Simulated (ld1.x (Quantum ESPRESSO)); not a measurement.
What one change does to a pseudopotential (Te, TM semilocal)

```
Element                 : Te
Generator               : ld1.x (Quantum ESPRESSO) 7.5
Type                    : norm-conserving Troullier–Martins (semilocal form)
Functional              : PW91
Relativity              : scalar-relativistic
Frozen core             : [Kr]
Valence charge          : 16
Reference configuration : 4d10 5s2 5p4
Partial waves           : 5s (bound): rc 1.45 bohr; 5p (bound): rc 2.20 bohr; 4f channel at 0.05 Ry: rc 2.20 bohr; 4d (bound): rc 1.05 bohr
Local potential         : the d channel
Core correction         : a·sin(br)/r model core, default radius (core density twice the valence density)
```

Change: form changed from semilocal to separable (Kleinman–Bylander), still TM; local potential the s channel.

Cutoffs: the cutoffs (Ry, on a coarse ladder) from which the occupation-weighted sum of valence levels, in a spherical-Bessel basis at the reference potential, stays within 10 and 1 mRy of its value at 400 Ry; they do not see the model core or the augmentation charge, which bear on the density cutoff. Errors are all-electron minus pseudo energies relative to the spin-unpolarised reference configuration.

Q: What does the change do?

A: The potential gets neither clearly harder nor softer (120 Ry and 200 Ry → 120 Ry and 200 Ry); of the 7 tests that both files solve, the error grows in 3 and shrinks in 2 by more than 15 % and 0.3 meV (median size 4.1 → 3.6 meV); the range in which the p phases agree widens (upper end 3.7 → at the end of the scan); the range in which the d phases agree narrows (upper end at the end of the scan → 0.1); neither file shows a bound ghost. In the semilocal form every listed channel keeps its own potential, so the choice of the local channel does not act on these tests. It acts once the file is put into the separable form. A semilocal file is local in each channel, so a ghost entry of none says nothing of the separable form that plane-wave codes build from it.

```tsv
quantity	base	changed
cutoff, loose	120 Ry	120 Ry
cutoff, tight	200 Ry	200 Ry
loose cutoff by channel (10 mRy a level)	s 35 Ry, p 12 Ry, d 90 Ry	p 12 Ry, d 100 Ry, s 35 Ry
bound ghosts	none	none
error for 4d10 5s2 5p3, meV [ΔE 9.78 eV]	-0.6	-1.4
error for 4d10 5s2 5p2, meV [ΔE 27.78 eV]	+2.5	-1.0
error for 4d10 5s2 5p1, meV [ΔE 54.78 eV]	+9.5	+3.6
error for 4d10 5s1 5p5, meV [ΔE 9.28 eV]	-4.1	-5.6
error for 4d9 5s2 5p5, meV [ΔE 38.25 eV]	-252	-421
error for 4d10 5s2 5p3.5, meV [ΔE 3.92 eV]	-0.6	-0.7
error for 4d10 5s2 5p0, meV [ΔE 91.37 eV]	+15	+15
s: phases at 2.41 bohr within 0.05 rad from the reference energy up to (Ry; the scan ends near 5)	1.5	1.5
p: phases at 2.41 bohr within 0.05 rad from the reference energy up to (Ry; the scan ends near 5)	3.7	to the end of the scan
d: phases at 2.41 bohr within 0.05 rad from the reference energy up to (Ry; the scan ends near 5)	to the end of the scan	0.1
f: phases at 2.41 bohr within 0.05 rad from the reference energy up to (Ry; the scan ends near 5)	1.1	1.2
```
